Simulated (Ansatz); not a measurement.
```yaml
crystal:
  periodic: [false, false, false]
  atoms:
    - {symbol: O, position_ang: [-0.904645, 0.967002, 1.214295]}
    - {symbol: C, position_ang: [-0.049159, 0.628802, 0.110458]}
    - {symbol: Al, position_ang: [1.632302, -0.253671, 0.615862]}
    - {symbol: Si, position_ang: [-1.048244, -0.458187, -1.060036]}
    - {symbol: H, position_ang: [-0.391809, 0.977839, 2.026478]}
    - {symbol: H, position_ang: [0.205640, 1.536644, -0.465959]}
    - {symbol: H, position_ang: [2.675890, -0.772485, -0.457347]}
    - {symbol: H, position_ang: [1.868041, -0.389063, 2.184630]}
    - {symbol: H, position_ang: [-2.381090, 0.133424, -1.347077]}
    - {symbol: H, position_ang: [-0.289984, -0.615922, -2.332726]}
    - {symbol: H, position_ang: [-1.251640, -1.811285, -0.467776]}
basis:
  gaussian: {orbitals: STO-3G}
magnetization: {spin_polarized: true, initial_magnetization: 0}
hamiltonian: {xc: {name: HF}}
correlation: {active_space: {window: {electrons: 2, orbitals: 1}}}
accuracy: high
output: {forces: true}
```

```sh
$ ansatz run in.yaml --threads 2 --pin off --events-out ev --progress --plain --max-ram 4352MiB
```

Problem. How does Ansatz answer? (Best estimate.)

Solution. The calculation gave: The program refused the input.
```
Error: invalid value for `correlation.active_space`: it starts from restricted Hartree–Fock orbitals; set hamiltonian.xc: hf without magnetization.spin_polarized
```
